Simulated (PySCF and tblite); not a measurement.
C6H5F3O, numbered as in [F:1][CH2:2][c:3]1[o:4][cH:5][cH:6][c:7]1[CH:8]([F:9])[F:10]. The ensemble was built from 90 distance-geometry starts (ETKDG and KDG, MMFF94s, GFN2-xTB) and rests on GFN2-xTB geometries. Free energies are B3LYP-D3(BJ)/def2-SVP (IEF-PCM, methanol) single points with GFN2-xTB rigid-rotor and vibrational terms (modes under about 100 cm⁻¹ blended into free rotors). Symmetry numbers and mirror images are counted. Conformers within 2.5 kcal/mol (GFN2-xTB free energy) were kept, 4 at most. GIAO shieldings: wB97X-D/pcSseg-1 (IEF-PCM, methanol). Shifts are against TMS (¹H), TMS (¹³C) at the same level. (PySCF 2.14, tblite 0.8.)

Torsions listed: F1–C2–C3–O4, C3–C7–C8–F9. Of a mirror pair one member is shown.

Two conformers hold nearly all the population. I: -71°, 61°; δ(H8) = 7.33 ppm. II: 130°, -77°; δ(H8) = 7.63 ppm. The average over the ensemble at 298.15 K is 7.41 ppm.

What populations and free-energy difference follow from a two-state model?

p(I) = (7.41 − 7.63)/(7.33 − 7.63) = 0.73, so K = p(II)/p(I) = 0.36 and G(II) − G(I) = −RT ln K = 0.60 kcal/mol. The weights computed directly are 73.0 % and 27.0 %.


Conformer gaps in def2-SVP on xTB geometries can be 2 kcal/mol too large for S=O, P=O and other polar bonds.